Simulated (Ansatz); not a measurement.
PbI2 was relaxed with PBE0-D4 (def2-SVP) in Ansatz in these states: neutral quintet, neutral singlet, neutral triplet. The geometries follow in no particular order.

In the def2 sets I, Pb take a core potential; there is no spin–orbit coupling.

A:

```xyz
3

Pb    0.716   -0.300    0.418
I     1.066    1.899   -1.393
I    -1.782   -1.598    0.976
```

B:

Cartesian coordinates in Å:
```
Pb 0.447 -1.068 -0.305
I -0.632 0.964 -1.947
I 0.185 0.105 2.253
```

C:

```xyz
3

Pb    0.0004    0.0002   -0.0007
I    -2.5499    2.0944   -1.1991
I     2.5495   -2.0946    1.1999
```

Q: Judge from the bond lengths which geometry belongs to which state (an estimate).

A: A is the neutral triplet (Pb1–I3 2.870 Å, Pb1–I2 2.870 Å); B is the neutral singlet (Pb1–I3 2.826 Å, Pb1–I2 2.826 Å); C is the neutral quintet (Pb1–I3 3.511 Å, Pb1–I2 3.511 Å).

At PBE0-D4/def2-TZVP a singlet lies 2.44 eV below the neutral triplet. At PBE0-D4/def2-TZVP a singlet lies 5.69 eV below the neutral quintet. These are the stationary points nearest to one start from a short search; other shapes may lie lower in each state.
